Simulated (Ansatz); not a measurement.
Ansatz (an electronic-structure program) input (PBE/6-31G*):

Ansatz 0.2 input:
```yaml
crystal:
  periodic: [false, false, false]
  atoms:
    - {symbol: F, position_ang: [1.91805100, 1.24151900, 0.19389200]}
    - {symbol: Si, position_ang: [1.16636800, -0.10978100, -0.28414300]}
    - {symbol: Si, position_ang: [-1.11685700, 0.06426900, 0.29269700]}
    - {symbol: F, position_ang: [-1.86370700, -1.17651400, -0.41368900]}
    - {symbol: H, position_ang: [1.88475300, -1.24814100, 0.35529500]}
    - {symbol: H, position_ang: [-1.38904600, -0.02285100, 1.74741400]}
    - {symbol: H, position_ang: [-1.67795200, 1.32311200, -0.24428600]}
basis:
  gaussian:
    orbitals: 6-31G*
hamiltonian:
  xc: {name: PBE}
magnetization: {spin_polarized: true, initial_magnetization: 1}
relax: {f_tol: 0.003, max_steps: 120}
```

From the output:

```
mean field: 0.20 GiB planned
mean field -21224.53928357 eV, -779.9874321618 hartree, gradient 1.4e-5 eV, S^2 0.751839; 0 other end points of the search recorded, 0 dependent functions left out
the calculation of the forces begins
reference -21224.53932278 eV, -779.9874336025 hartree; 25, 24 occupied and 49, 50 virtual orbitals, 796 factors
relax step   2: F+E_penalty+E_count = -21224.53928357 eV  Δ(F+E_penalty+E_count) = -1.940e-2 eV  max|allowed force component| = 3.670e-1 eV/Å  Δτ_max = 0.0817 Å  (30 SCF iters, accepted)
these checks for a lower state are left out or cut short: starts, cluster_reference, orbital_swaps, neighbouring_geometries, increment
integrals: 0.02 GiB planned
796 factors; their error is unknown
mean field: 0.20 GiB planned
mean field -21224.55157820 eV, -779.9878839812 hartree, gradient 1.1e-5 eV, S^2 0.751783; 0 other end points of the search recorded, 0 dependent functions left out
the calculation of the forces begins
reference -21224.55161735 eV, -779.9878854198 hartree; 25, 24 occupied and 49, 50 virtual orbitals, 796 factors
relax step   3: F+E_penalty+E_count = -21224.55157820 eV  Δ(F+E_penalty+E_count) = -1.229e-2 eV  max|allowed force component| = 1.628e-1 eV/Å  Δτ_max = 0.0509 Å  (30 SCF iters, accepted)
these checks for a lower state are left out or cut short: starts, cluster_reference, orbital_swaps, neighbouring_geometries, increment
integrals: 0.02 GiB planned
796 factors; their error is unknown
mean field: 0.20 GiB planned
mean field evaluation 32: about -21224.6292 eV, gradient 4.5e-1 eV
mean field -21224.55309200 eV, -779.9879396122 hartree, gradient 1.8e-5 eV, S^2 0.751770; 0 other end points of the search recorded, 0 dependent functions left out
the calculation of the forces begins
reference -21224.55313111 eV, -779.9879410493 hartree; 25, 24 occupied and 49, 50 virtual orbitals, 796 factors
relax step   4: F+E_penalty+E_count = -21224.55309200 eV  Δ(F+E_penalty+E_count) = -1.514e-3 eV  max|allowed force component| = 5.758e-2 eV/Å  Δτ_max = 0.0147 Å  (31 SCF iters, accepted)
these checks for a lower state are left out or cut short: starts, cluster_reference, orbital_swaps, neighbouring_geometries, increment
integrals: 0.02 GiB planned
796 factors; their error is unknown
mean field: 0.20 GiB planned
mean field -21224.55320794 eV, -779.9879438727 hartree, gradient 6.0e-5 eV, S^2 0.751771; 0 other end points of the search recorded, 0 dependent functions left out
the calculation of the forces begins
reference -21224.55324704 eV, -779.9879453097 hartree; 25, 24 occupied and 49, 50 virtual orbitals, 796 factors
relax step   5: F+E_penalty+E_count = -21224.55320794 eV  Δ(F+E_penalty+E_count) = -1.159e-4 eV  max|allowed force component| = 2.508e-2 eV/Å  Δτ_max = 0.0021 Å  (22 SCF iters, accepted)
these checks for a lower state are left out or cut short: starts, cluster_reference, orbital_swaps, neighbouring_geometries, increment
integrals: 0.02 GiB planned
796 factors; their error is unknown
mean field: 0.20 GiB planned
mean field -21224.55324767 eV, -779.9879453331 hartree, gradient 8.6e-5 eV, S^2 0.751773; 0 other end points of the search recorded, 0 dependent functions left out
the calculation of the forces begins
reference -21224.55328677 eV, -779.9879467699 hartree; 25, 24 occupied and 49, 50 virtual orbitals, 796 factors
relax step   6: F+E_penalty+E_count = -21224.55324767 eV  Δ(F+E_penalty+E_count) = -3.974e-5 eV  max|allowed force component| = 3.953e-3 eV/Å  Δτ_max = 0.0029 Å  (22 SCF iters, accepted)
these checks for a lower state are left out or cut short: starts, cluster_reference, orbital_swaps, neighbouring_geometries, increment
integrals: 0.02 GiB planned
796 factors; their error is unknown
mean field: 0.20 GiB planned
mean field -21224.55325592 eV, -779.9879456361 hartree, gradient 4.6e-5 eV, S^2 0.751773; 0 other end points of the search recorded, 0 dependent functions left out
the calculation of the forces begins
reference -21224.55329501 eV, -779.9879470727 hartree; 25, 24 occupied and 49, 50 virtual orbitals, 796 factors
relax step   7: F+E_penalty+E_count = -21224.55325592 eV  Δ(F+E_penalty+E_count) = -8.246e-6 eV  max|allowed force component| = 3.684e-3 eV/Å  Δτ_max = 0.0017 Å  (22 SCF iters, accepted)
these checks for a lower state are left out or cut short: starts, cluster_reference, orbital_swaps, neighbouring_geometries, increment
integrals: 0.02 GiB planned
796 factors; their error is unknown
mean field: 0.20 GiB planned
mean field -21224.55326025 eV, -779.9879457955 hartree, gradient 5.2e-5 eV, S^2 0.751772; 0 other end points of the search recorded, 0 dependent functions left out
the calculation of the forces begins
reference -21224.55329934 eV, -779.9879472317 hartree; 25, 24 occupied and 49, 50 virtual orbitals, 796 factors
relax step   8: F+E_penalty+E_count = -21224.55326025 eV  Δ(F+E_penalty+E_count) = -4.335e-6 eV  max|allowed force component| = 1.375e-3 eV/Å  Δτ_max = 0.0022 Å  (22 SCF iters, accepted)
integrals: 0.02 GiB planned
796 factors; their error is unknown
mean field: 0.20 GiB planned
mean field evaluation 64: about -21224.6331 eV, gradient 3.6e-2 eV
mean field -21224.55326025 eV, -779.9879457955 hartree, gradient 5.2e-5 eV, S^2 0.751772; 1 other end points of the search recorded, 0 dependent functions left out
the calculation of the forces begins
reference -21224.55329934 eV, -779.9879472317 hartree; 25, 24 occupied and 49, 50 virtual orbitals, 796 factors
Total energy: -21224.55329934 eV, -779.9879472317 hartree
Atom 0 at     1.934461     1.271158     0.184585 Å, force    -0.000226     0.000234    -0.000306 eV/Å
Atom 1 at     1.169000    -0.100889    -0.284149 Å, force     0.000903    -0.000124     0.000073 eV/Å
Atom 2 at    -1.118274     0.053224     0.282459 Å, force    -0.001375    -0.000335    -0.000779 eV/Å
Atom 3 at    -1.878255    -1.202491    -0.431791 Å, force     0.000512     0.000164     0.000218 eV/Å
Atom 4 at     1.871546    -1.269621     0.371501 Å, force     0.000021    -0.000346     0.000139 eV/Å
Atom 5 at    -1.377833    -0.024344     1.763123 Å, force     0.000087    -0.000113     0.000393 eV/Å
Atom 6 at    -1.679034     1.344577    -0.238547 Å, force     0.000078     0.000520     0.000261 eV/Å
Dipole moment:    -0.011506    -0.006338     0.066902 e Å
```

The geometry given is a B3LYP-D3(BJ)/def2-TZVP minimum.
